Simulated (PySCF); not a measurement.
# Bi⁺ (bismuth, charge +1) across methods

[Xe] 4f14 5d10 6s2 6p2, high-spin 3P determinant. All numbers are calculated (PySCF 2.14, scalar relativity by spin-free X2C-1e, in x2c-TZVPPall with one added diffuse shell each of s, p, d, f type (12s8p7d4f, 99 functions)). The B2PLYP total includes its PT2 part (frozen core); its orbital energies are those of the SCF part.

```csv
method,E (hartree),mean ε 6s α (eV),mean ε 6s β (eV),mean ε 6p α (eV),Σ⟨r²⟩ (bohr²),⟨S²⟩
B2PLYP,-21533.48,-25.521,-23.069,-13.962,60.52,2.003
TPSS,-21534.20,-22.577,-21.185,-12.063,60.27,2.002
LDA,-21522.19,-22.797,-21.778,-12.145,60.24,2.001
UHF,-21528.88120,-27.980,-23.962,-15.707,60.81,2.008
PBE0,-21534.77,-24.128,-22.269,-13.121,60.22,2.002
PBE,-21535.07,-22.517,-21.313,-12.035,60.35,2.001
r2SCAN,-21535.01,-23.086,-21.418,-12.394,60.13,2.004
```

Question: Estimate the same row for r2SCANh.

Answer: E (hartree) = -21534.90; mean ε 6s α (eV) = -23.676; mean ε 6s β (eV) = -21.811; mean ε 6p α (eV) = -12.789; Σ⟨r²⟩ (bohr²) = 60.12; ⟨S²⟩ = 2.004.

Spin-orbit coupling is strong in this species (close to jj coupling), so the high-spin LS determinant is a model state, not a physical level.
